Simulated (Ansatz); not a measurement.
C2H4N (SMILES [CH2]N=C) moved off its minimum; all values from Ansatz (a quantum-chemistry and plane-wave program), cores frozen in correlated methods. Open shells are unrestricted.
(charge 0, multiplicity 2)
```xyz
7

C      1.1335    -0.2556    -0.3072
N     -0.0821     0.4718    -0.0943
C     -1.2043    -0.1722     0.2287
H      1.1025    -1.3204     0.1088
H      2.0770     0.2528    -0.4464
H     -1.8984     0.6032     0.2474
H     -1.2520    -1.1000     0.6031
```

Forces at wB97M-V/def2-TZVPP (eV/Å):

```csv
atom,Fx,Fy,Fz
C1,-3.438,-0.473,2.391
N2,2.388,-2.266,-1.255
C3,3.592,4.695,-1.373
H4,0.432,1.260,-0.976
H5,-0.265,0.150,-0.183
H6,-2.303,0.164,0.396
H7,-0.405,-3.530,1.001
```

Q: Give the forces (eV/Å), the total energy and the dipole at CCSD(T)/aug-cc-pVDZ.

A: 
```csv
atom,Fx,Fy,Fz
C1,-3.120,-0.816,2.129
N2,2.795,-1.086,-1.456
C3,2.935,4.342,-1.392
H4,0.444,0.827,-0.803
H5,0.231,0.413,-0.242
H6,-2.804,0.611,0.439
H7,-0.481,-4.292,1.325
```
Energy -132.9175 hartree, dipole 1.62 D.

Doubts at one or more of the structures used: a spin-contaminated determinant (CCSD(T)/aug-cc-pVDZ).
